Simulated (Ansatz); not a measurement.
One change: `[AlH2][SiH2][SiH]1C[SiH2]1` becomes `[SeH][SiH]1C[SiH2]1`.

Ansatz, PBE0-D4/def2-TZVP geometries, multiplicity 1. Each molecule was computed in one conformer, which needn't be the lowest. `[AlH2][SiH2][SiH]1C[SiH2]1` holds a close contact that its SMILES doesn't draw: H···Al 1.99 Å.

Scalar relativity is left out up to krypton. Spin–orbit coupling is left out; it splits and shifts lone-pair levels of the heavy atoms by tenths of an eV.

| property | `[AlH2][SiH2][SiH]1C[SiH2]1` |
| --- | --- |
| HOMO–LUMO gap (PBE0/def2-TZVPP) / eV | 5.52 |
| HOMO–LUMO gap (B3LYP/def2-TZVPP) / eV | 5.21 |
| size of the dipole moment (B3LYP/def2-TZVPP) / D | 1.77 |
| size of the dipole moment (ωB97M-V/def2-TZVPP) / D | 1.76 |
| LUMO energy (B3LYP/def2-TZVPP) / eV | -1.53 |
| HOMO energy (PBE0/def2-TZVPP) / eV | -6.93 |

**Question.** What does the change do to each property? (Estimate.)

**Answer.** Computed: 
```tsv
property	`[SeH][SiH]1C[SiH2]1`	shift
HOMO–LUMO gap (PBE0/def2-TZVPP) / eV	6.36	0.84
HOMO–LUMO gap (B3LYP/def2-TZVPP) / eV	5.98	0.77
size of the dipole moment (B3LYP/def2-TZVPP) / D	1.11	-0.66
size of the dipole moment (ωB97M-V/def2-TZVPP) / D	1.10	-0.66
LUMO energy (B3LYP/def2-TZVPP) / eV	-0.66	0.87
HOMO energy (PBE0/def2-TZVPP) / eV	-6.84	0.09
```

With PBE0 the HOMO rises by 0.09 eV and the LUMO rises by 0.93 eV, so the gap widens by about 0.84 eV. PBE moves the HOMO by 0.12 eV and ωB97M-V by 0.06 eV. Dipoles are sizes alone; their direction can turn.

B3LYP here is the variant with VWN-RPA as its local correlation; programs differ in this.
